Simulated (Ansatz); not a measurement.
```yaml
crystal:
  periodic: [false, false, false]
  atoms:
    - {symbol: N, position_ang: [-0.372198, 1.372838, 0.359901]}
    - {symbol: Si, position_ang: [-0.028736, -0.247569, -0.025001]}
    - {symbol: O, position_ang: [0.904946, -0.729807, 1.167077]}
    - {symbol: S, position_ang: [-1.840483, -1.334029, -0.292929]}
    - {symbol: Se, position_ang: [1.036824, -0.641568, -2.034448]}
    - {symbol: H, position_ang: [0.324457, 1.941838, 0.873906]}
    - {symbol: H, position_ang: [-1.006417, 1.912525, -0.219202]}
    - {symbol: H, position_ang: [1.430356, -1.557540, 1.035216]}
    - {symbol: H, position_ang: [-2.185353, -1.146679, 0.984781]}
    - {symbol: H, position_ang: [1.906230, 0.436579, -1.808095]}
basis:
  gaussian: {orbitals: aug-cc-pVDZ, nuclear_model: gaussian}
total_charge: 1
magnetization: {spin_polarized: true, initial_magnetization: 9}
hamiltonian: {xc: {name: CAM-B3LYP}}
output: {forces: true}
```

```sh
$ ansatz run in.yaml --threads 4 --pin off --events-out ev --progress --plain --max-ram 10444MiB
```

Output, abridged:

```
Functional definition: CAM-B3LYP
1835 factors; integrals over basis functions are off by at most 1.1e-3 eV
714 factors; integrals over basis functions are off by at most 1.8e-5 eV
mean field evaluation 1: about -87607.2325 eV, gradient 8.5e1 eV
mean field evaluation 2: about -87164.1718 eV, gradient 2.3e2 eV
mean field evaluation 4: about -87632.9591 eV, gradient 5.7e1 eV
mean field evaluation 8: about -87649.3550 eV, gradient 9.9e-1 eV
mean field evaluation 16: about -87649.4791 eV, gradient 1.5e-1 eV
mean field evaluation 32: about -87649.7665 eV, gradient 1.9e-5 eV
mean field -87649.76652808 eV, -3221.0695087613 hartree, gradient 6.3e-6 eV, S^2 24.763134; 6 other end points of the search recorded, 0 dependent functions left out
reference -87649.76666535 eV, -3221.0695138061 hartree; 46, 37 occupied and 135, 144 virtual orbitals, 1835 factors
Total energy: -87649.76666535 eV, -3221.0695138061 hartree
Atom 0 at    -0.372198     1.372838     0.359901 Å, force     0.103928     4.173392     1.742014 eV/Å
Atom 1 at    -0.028736    -0.247569    -0.025001 Å, force    -0.893851    -1.976663    -0.932170 eV/Å
Atom 2 at     0.904946    -0.729807     1.167077 Å, force     3.132080    -0.352794     3.623398 eV/Å
Atom 3 at    -1.840483    -1.334029    -0.292929 Å, force    -3.201903    -3.212163    -5.417897 eV/Å
Atom 4 at     1.036824    -0.641568    -2.034448 Å, force     0.633492    -5.280387    -6.785250 eV/Å
Atom 5 at     0.324457     1.941838     0.873906 Å, force     0.645832     1.231571     1.234873 eV/Å
Atom 6 at    -1.006417     1.912525    -0.219202 Å, force    -0.712066     0.489591    -0.391808 eV/Å
Atom 7 at     1.430356    -1.557540     1.035216 Å, force    -0.364308     0.239064     0.314370 eV/Å
Atom 8 at    -2.185353    -1.146679     0.984781 Å, force    -2.767746     0.179791     6.025368 eV/Å
Atom 9 at     1.906230     0.436579    -1.808095 Å, force     3.424545     4.508598     0.587102 eV/Å
Dipole moment:    -0.295638     0.174163     0.286903 e Å
```

Q: Something in this input is off. What?

A: The spin is set far too high for this molecule. The run converged. The result belongs to that input, not to the molecule as meant.
